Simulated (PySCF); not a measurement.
Harmonic spectrum computed at PBE0 in the def2-TZVP basis family (core potentials from Rb on, PySCF, no spin–orbit coupling):

```csv
symmetry,ω (cm⁻¹),IR (km/mol)
a',397,52.4
a'',572,149
a',872,237
a',942,6.7
a',1299,128
a',3767,87.2
```

Task: Which molecule gave it? In each, all ligands are bound to the one heavy central atom.
A. RuO(OH) (doublet)
B. GaO(OH) (singlet)
C. PO(OH) (singlet)
D. AlO(OH) (singlet)
E. SO(OH) (doublet)

Result: C. It has Cs symmetry with O–H 0.969 Å, P–O 1.467 Å, P–O 1.606 Å.
